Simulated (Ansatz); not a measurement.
Al13N13H30⁺, a nanocrystal cut from zinc blende AlN (hydrogen-capped). Total charge 1; doublet. Geometry r2SCAN-D4/def2-SVP, that of the neutral singlet.

Cartesian coordinates in Å:
```
Al -0.159 -2.183 -1.117
Al 2.199 -0.397 -2.528
Al -0.571 -0.690 -3.960
Al -2.090 0.263 -1.264
Al 0.276 2.038 -2.675
Al 2.735 -1.934 0.401
Al 0.464 -3.659 1.697
Al -1.592 -1.168 1.462
Al 1.309 -0.925 2.969
Al 0.672 0.540 0.161
Al -1.262 3.128 0.095
Al -0.765 1.702 2.811
Al -3.542 1.415 1.391
N 0.706 -1.530 -2.721
N 1.206 -2.964 0.012
N 3.429 -1.304 -1.312
N -0.756 -0.608 -0.181
N 1.477 1.075 -1.501
N -1.160 0.834 -2.864
N -2.596 1.851 -0.278
N -0.387 3.529 -1.603
N 1.979 -0.365 1.242
N -0.178 -1.984 2.505
N -2.114 0.468 2.357
N 0.598 0.700 3.785
N 0.035 2.096 1.094
H -1.268 -3.257 -1.478
H 3.062 0.055 -3.781
H -1.782 -1.666 -4.301
H 0.308 -0.067 -5.153
H -3.371 -0.594 -1.638
H 0.990 2.679 -3.940
H 3.971 -2.551 1.183
H -0.733 -4.675 1.431
H 1.723 -4.127 2.580
H -2.827 -2.152 1.331
H 2.433 -1.463 3.952
H -1.618 4.526 0.757
H -1.083 2.990 3.683
H -4.792 0.466 1.122
H -3.754 2.809 2.161
H 0.982 -2.373 -3.245
H 1.491 -3.832 -0.465
H 3.819 -2.114 -1.808
H 4.258 -0.720 -1.157
H 2.268 1.711 -1.332
H -1.883 1.256 -3.464
H -3.344 2.291 -0.834
H -1.052 4.059 -2.180
H 0.366 4.211 -1.453
H 2.776 0.256 1.441
H -0.634 -2.327 3.362
H -2.604 0.167 3.212
H 0.205 0.445 4.699
H 1.369 1.325 4.045
H 0.812 2.742 1.291
```

Single mean-field runs in def2-SVP are fitted with def2-universal-jkfit. At PBE-D4/def2-SVP an occupied level of the charge 1 doublet lies above an empty one (by up to 0.05 eV), so this SCF solution is probably not the lowest. At PBE-D4/def2-SVP the gap within one spin of the charge 1 doublet nearly closes, so an electron or hole may be smeared out by delocalisation error.

(1) Estimate the α-spin orbital energies around the gap (eV) in Ansatz with PBE-D4/def2-SVP, PBE0-D4/def2-SVP.

Answers

(1) 
| orbital | PBE-D4/def2-SVP | PBE0-D4/def2-SVP |
| --- | --- | --- |
| HOMO−5 | -9.55 | -10.87 |
| HOMO−4 | -9.50 | -10.82 |
| HOMO−3 | -9.47 | -10.74 |
| HOMO−2 | -9.43 | -10.69 |
| HOMO−1 | -9.31 | -10.56 |
| HOMO | -9.28 | -10.55 |
| LUMO | -4.00 | -3.13 |
| LUMO+1 | -3.89 | -3.08 |
| LUMO+2 | -3.80 | -3.00 |
| LUMO+3 | -3.78 | -2.98 |
| LUMO+4 | -3.29 | -2.45 |
| LUMO+5 | -3.29 | -2.44 |
| β HOMO | -9.19 | -10.04 |
| β LUMO | -9.24 | -9.58 |
